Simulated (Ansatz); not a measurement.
A nudged elastic band was laid between two geometries of FGeH₄NS₂ (9 atoms, charge 0, multiplicity 1).

Theory: RKS PBE-D4/def2-SVP in Ansatz 0.2.0.

```yaml
movable_images: 7
climbing_image: yes
spring: 5.0 eV/Å²
optimiser: quadratic models (default)
start_path: IDPP
force_threshold: 0.05 eV/Å
iteration_limit: 60
end_points: relaxed
```

Image 0:

```xyz
9
Properties=species:S:1:pos:R:3
N 0.584 0.853 -1.438
Ge 0.190 -0.161 0.031
F 1.728 -0.319 0.877
S -0.577 -2.091 -0.756
S -1.151 0.629 1.658
H 0.944 1.787 -1.210
H -0.207 0.948 -2.085
H -1.314 -2.295 0.371
H -0.108 0.602 2.536
```

Image 8:

```xyz
9
Properties=species:S:1:pos:R:3
N 0.708 0.863 -1.306
Ge 0.417 -0.185 0.165
F 2.018 -0.441 0.837
S -0.511 -2.049 -0.616
S -0.678 0.599 1.965
H 1.173 1.752 -1.088
H -0.143 1.054 -1.848
H -1.048 -2.339 0.603
H -1.847 0.700 1.270
```

(1) Which bonds break or form, and what moves?

(2) Give the energies along the band, and the barrier.

(3) What is the geometry of the highest image?

(4) What are the harmonic wavenumbers there?

The band took 13 iterations and about 5 core-minutes.

Answers

(1) No bond is made or broken. The dihedral S4–Ge2–S5–H9 goes from 120 to -58°.

(2) It converged. The highest image is number 4 of 0 to 8, 0.066 eV above the first end and 0.044 eV above the last; the last end lies 0.023 eV above the first. A vibrational analysis at the climbing image gives one clearly imaginary mode, 143i cm⁻¹: a first-order saddle point.

| image | path coordinate (Å) | energy (eV) | dihedral S4–Ge2–S5–H9 (°) |
| --- | --- | --- | --- |
| 0 | 0.00 | 0.000 | 120 |
| 1 | 0.52 | 0.009 | 93 |
| 2 | 1.04 | 0.032 | 71 |
| 3 | 1.55 | 0.056 | 54 |
| 4 | 2.07 | 0.066 | 38 |
| 5 | 2.76 | 0.048 | 13 |
| 6 | 3.44 | 0.034 | -27 |
| 7 | 4.13 | 0.032 | -42 |
| 8 | 4.81 | 0.023 | -58 |

(3) 
```xyz
9
Properties=species:S:1:pos:R:3
N 0.237 0.795 -1.627
Ge 0.274 -0.021 0.006
F 1.967 0.078 0.482
S -0.283 -2.156 -0.289
S -0.955 1.011 1.574
H 0.974 1.503 -1.718
H -0.667 1.210 -1.877
H -0.454 -2.387 1.044
H -1.004 -0.080 2.389
```

(4) 143i, 116, 134, 167, 182, 194, 210, 240, 366, 407, 507, 674, 682, 712, 734, 872, 1481, 2618, 2623, 3453, 3558 cm⁻¹.

The run took 2.8 min on 2 threads of Intel(R) Xeon(R) Platinum 8223CL CPU @ 3.00GHz (Skylake/Cascade Lake), on a shared host, peak memory 0.21 GiB.
